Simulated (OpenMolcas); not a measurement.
# Ir2+ in a point-charge field

Ir2+ among 6 point charges of -0.85 e arranged as an octahedron (Oh), 2.21 Å from the ion.

- Program: OpenMolcas
- Method: SS-CASPT2, IPEA 0.25 Eh, imaginary shift 0.1 Eh (closed shells correlated: 5s 5p)
- Basis: ANO-RCC-VDZP [7s6p4d2f]
- Scalar Hamiltonian: DKH2, point nucleus
- Active space: 7 electrons in 5 orbitals (5d)
- State averaging: 2S+1 = 4 even, 10 roots; 2S+1 = 2 even, 40 roots
- Spin-orbit coupling: state interaction with AMFI integrals over the reference wave functions

The lowest spin-free states (labels of O, the rotations of Oh), above the lowest:

```json
{"State": "4T1", "Degeneracy": "3", "E (cm-1)": "0", "Free-ion L (%)": "F (99)"}
{"State": "4T2", "Degeneracy": "3", "E (cm-1)": "4110", "Free-ion L (%)": "F (100)"}
{"State": "4A2", "Degeneracy": "1", "E (cm-1)": "9300", "Free-ion L (%)": "F (100)"}
{"State": "2E", "Degeneracy": "2", "E (cm-1)": "10600", "Free-ion L (%)": "G (60)"}
{"State": "2T1", "Degeneracy": "3", "E (cm-1)": "13230", "Free-ion L (%)": "G (72)"}
{"State": "2T2", "Degeneracy": "3", "E (cm-1)": "13330", "Free-ion L (%)": "G (87)"}
{"State": "4T1", "Degeneracy": "3", "E (cm-1)": "13520", "Free-ion L (%)": "P (99)"}
{"State": "2A1", "Degeneracy": "1", "E (cm-1)": "15620", "Free-ion L (%)": "G (100)"}
{"State": "2T1", "Degeneracy": "3", "E (cm-1)": "15910", "Free-ion L (%)": "P (68)"}
{"State": "2T2", "Degeneracy": "3", "E (cm-1)": "18740", "Free-ion L (%)": "H (72)"}
{"State": "2T1", "Degeneracy": "3", "E (cm-1)": "19250", "Free-ion L (%)": "H (80)"}
{"State": "2E", "Degeneracy": "2", "E (cm-1)": "20350", "Free-ion L (%)": "H (68)"}
{"State": "2T2", "Degeneracy": "3", "E (cm-1)": "21610", "Free-ion L (%)": "D (74)"}
{"State": "2E", "Degeneracy": "2", "E (cm-1)": "22010", "Free-ion L (%)": "D (60)"}
{"State": "2T1", "Degeneracy": "3", "E (cm-1)": "22780", "Free-ion L (%)": "H (62)"}
{"State": "2T2", "Degeneracy": "3", "E (cm-1)": "28850", "Free-ion L (%)": "F (98)"}
{"State": "2T1", "Degeneracy": "3", "E (cm-1)": "29420", "Free-ion L (%)": "F (95)"}
{"State": "2A2", "Degeneracy": "1", "E (cm-1)": "29920", "Free-ion L (%)": "F (100)"}
{"State": "2E", "Degeneracy": "2", "E (cm-1)": "44720", "Free-ion L (%)": "D (100)"}
{"State": "2T2", "Degeneracy": "3", "E (cm-1)": "44960", "Free-ion L (%)": "D (97)"}
```

The lowest levels with spin-orbit coupling:

```
E (cm-1)  Degeneracy  Label      2S+1               g
       0           2     Γ6  4 (90 %)  4.91 4.91 4.91
     770           4     Γ8  4 (87 %)                
    2550           4     Γ8  4 (81 %)                
    8540           2     Γ7         4  1.27 1.27 1.27
    9270           4     Γ8  4 (78 %)                
   10570           2     Γ6         4  2.95 2.95 2.95
   11100           4     Γ8  4 (70 %)                
   11910           2     Γ7  4 (78 %)  0.24 0.24 0.24
   13480           4     Γ8  4 (56 %)                
   16470           4     Γ8  2 (64 %)                
   17090           4     Γ8  2 (50 %)                
   17190           2     Γ7         4  2.23 2.23 2.23
   18440           4     Γ8  2 (66 %)                
   18850           4     Γ8         4                
   19370           2     Γ6  2 (83 %)  2.91 2.91 2.91
   21230           2     Γ6  4 (57 %)  2.05 2.05 2.05
   22650           2     Γ6         2  2.40 2.40 2.40
   23300           4     Γ8  2 (88 %)                
   23530           2     Γ7         2  0.03 0.03 0.03
   24860           4     Γ8  2 (89 %)
```

Powder χT (cm3 K/mol): 2.27 at 2 K, 2.31 at 10 K, 2.52 at 50 K, 2.77 at 100 K, 3.27 at 200 K, 3.71 at 300 K. The effective moment at 300 K is 2.828 √(χT) = 5.44 μB.

Roots that are degenerate in the reference are averaged as groups; the widest CASPT2 spread within a group is 290 cm-1 (the 3-fold group of multiplicity 4 near 4110 cm-1 above the lowest state of its run). Shifts and gaps below about the spread of the groups concerned are not significant. An orbital triplet at a regular site is open to Jahn-Teller coupling, which can distort the site and quench the lowest spin-orbit gaps and is left out. Point charges give a weaker field than real ligands, and real ions of this kind are as a rule low spin; the high spin found here belongs to the model. Free-ion shares, where given, are those of the reference states; single-state CASPT2 does not remix them. Point charges carry no covalency, so the field is a model and not that of real ligands. No measured value stands beside these numbers.
